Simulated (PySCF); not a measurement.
4-fluoro-1,3-thiazole (C3H2FNS), SMILES Fc1cscn1. Atoms are numbered in the order given.

```xyz
8

F     -0.2028     2.2903     0.0000
C     -0.0423     0.9767     0.0000
C     -1.0846     0.0804     0.0000
S     -0.4260    -1.5105     0.0000
C      1.1694    -0.8252     0.0000
N      1.2127     0.4789     0.0000
H     -2.1541     0.2815     0.0000
H      2.0523    -1.4691     0.0000
```

The structure is a stationary point at r2SCAN-D4/def2-SVP.

These are PBE/def2-TZVP run with PySCF values and carry that method's errors.

ESP charges are fitted to the potential on shells at 1.4 to 2.0 van der Waals radii. Atomic charges (e):

```tsv
atom	IAO	Löwdin	ESP fit	Mulliken
F1	-0.23	0.24	-0.20	-0.14
C2	0.36	-0.46	0.57	0.17
C3	-0.41	-0.41	-0.43	-0.18
S4	0.36	0.70	0.06	0.06
C5	-0.17	-0.47	0.03	-0.06
N6	-0.28	0.13	-0.44	-0.15
H7	0.19	0.14	0.24	0.15
H8	0.18	0.13	0.17	0.15
```

Computed Mayer and Wiberg (Löwdin basis) orders of the bonds:
```tsv
bond	Mayer	Wiberg
F1–C2	1.16	1.80
C2–C3	1.59	1.73
C3–S4	1.22	1.56
S4–C5	1.30	1.62
C2–N6	1.36	1.61
C5–N6	1.62	1.98
C3–H7	0.92	0.88
C5–H8	0.93	0.89
```
